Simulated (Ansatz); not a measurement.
Consider the formal loss of a carbene: `C=C([SiH3])CC` → `C=C(C)[SiH3]` + `[CH2]` (triplet).

Computed with Ansatz on PBE0-D4/def2-TZVP structures; ΔE is electronic, products minus reactants. CCSD(T)/CBS is the MP2 limit (def2-TZVPP, def2-QZVPP) plus CCSD(T) − MP2 in def2-TZVPP, frozen cores. This one scheme is used for every species. DFT in def2-TZVPP. B3LYP here is the variant with VWN-RPA as its local correlation; programs differ in this. Triplets are unrestricted, without spin–orbit coupling. One conformer a species, not always the lowest.

(1) Is it downhill or uphill in electronic energy at CCSD(T)/CBS, and by how much? (Best estimate.)

(2) What do these levels give: PBE-D4, r2SCANh-D4, ωB97M-V, PBE-QIDH, revPBE, r2SCAN, B3LYP, HF/def2-SVP, CCSD/def2-SVP, HF/def2-TZVPP, SCS-MP2/def2-QZVPP, CCSD/CBS(def2)? (An estimate is asked.)

Largest T1 diagnostic among the species: 0.011.

## Answers

(1) Computed: Uphill: ΔE = +434.9 kJ/mol.

(2) The calculation gave: PBE-D4 438.9, r2SCANh-D4 408.3, ωB97M-V 436.0, PBE-QIDH 430.1, revPBE 404.0, r2SCAN 407.3, B3LYP 413.1, HF/def2-SVP 291.7, CCSD/def2-SVP 410.5, HF/def2-TZVPP 284.3, SCS-MP2/def2-QZVPP 444.8, CCSD/CBS(def2) 423.3 kJ/mol.

From PBE to PBE0 (25 % exact exchange), in def2-TZVPP and without D4, ΔE moves by −6.8 kJ/mol. In def2-TZVPP, CCSD(T) changes the Hartree–Fock value by +139.4 kJ/mol (the triples alone add +11.6 kJ/mol) and MP2 by +152.9 kJ/mol. Leaving LDA and LC-ωPBE aside and taking each functional with its dispersion term where it has one, the values, not all of them listed here, spread over 37.7 kJ/mol, from r2SCAN0-D4 to ωB97X-V. LDA lies +75.5 kJ/mol from PBE without D4.
